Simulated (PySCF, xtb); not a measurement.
PbCl, SMILES [Pb][Cl] (connectivity only; charge and spin as stated), neutral, multiplicity 2.

Harmonic wavenumbers (cm⁻¹) from GFN2-xTB in xtb 6.7.1 at its own minimum, in rising order: 264.

Question: What does PySCF with PBE-D3(BJ)/def2-TZVP give at its own minimum? (The exact figures need the calculation; the answer reports its results.)

Answer: 302. Paired by order, the mean absolute difference is 38 cm⁻¹ and the zero-point energies are 0.4 and 0.4 kcal/mol.
